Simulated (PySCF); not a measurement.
## Se (selenium, neutral) across methods

[Ar] 3d10 4s1 4p5, high-spin 3P determinant (an excited configuration). All numbers are calculated (PySCF 2.14, scalar relativity by spin-free X2C-1e, in x2c-QZVPPall). The B2PLYP total includes its PT2 part (frozen core); its orbital energies are those of the SCF part.

```csv
method,E (hartree),mean ε 4s α (eV),mean ε 4p α (eV),mean ε 4p β (eV),Σ⟨r²⟩ (bohr²),⟨S²⟩
UHF,-2427.71638,-27.844,-12.820,-8.453,42.91,2.042
B97-3,-2429.274,-21.358,-9.204,-7.109,41.92,2.010
BHandHLYP,-2429.456,-23.486,-10.351,-7.867,42.12,2.013
PBE,-2429.175,-18.906,-7.792,-6.282,41.88,2.006
B2PLYP,-2429.062,-23.641,-10.401,-7.701,42.29,2.016
PBE0,-2429.209,-21.291,-9.192,-7.127,41.84,2.009
r2SCAN,-2429.478,-19.947,-8.303,-6.376,41.72,2.014
LDA,-2425.928,-19.038,-7.872,-6.434,41.84,2.004
CAM-B3LYP,-2429.636,-22.935,-10.446,-8.430,41.99,2.008
```
